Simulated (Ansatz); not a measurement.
C$_{2}$H$_{5}$GeN, SMILES `C1=[N][GeH2][CH2]1`, relaxed with RKS PBE0-D4/def2-TZVP in Ansatz from a PBE-D4/def2-SVP geometry. The force threshold is 0.005 eV/Å; the program also tests the step.

Total charge 0; spin multiplicity 1.

Start:

```xyz
9

C     1.143    0.061    0.448
N     0.461    0.786    1.278
Ge   -1.141    0.419    0.246
C     0.342   -0.553   -0.689
H     2.243   -0.089    0.576
H    -1.772    1.657   -0.450
H    -2.223   -0.413    0.986
H     0.632   -0.206   -1.703
H     0.315   -1.663   -0.692
```

Task: By how much does the energy fall, and how many steps does the optimiser take? (Estimate.)

Result: The calculation gave: 0.05 eV, in 5 steps.

Task: Which bonds change most? (Estimate.)

Result: The calculation gave: N2–Ge3 from 1.941 to 1.910 Å; Ge3–C4 from 2.005 to 1.983 Å; C1–H5 from 1.118 to 1.098 Å.

Task: Give the relaxed structure. (An estimate is asked.)

Result: The calculation gave: 
```xyz
9

C     1.134    0.061    0.444
N     0.452    0.774    1.257
Ge   -1.126    0.414    0.243
C     0.337   -0.550   -0.686
H     2.215   -0.086    0.572
H    -1.751    1.640   -0.443
H    -2.197   -0.408    0.978
H     0.625   -0.204   -1.681
H     0.312   -1.641   -0.684
```
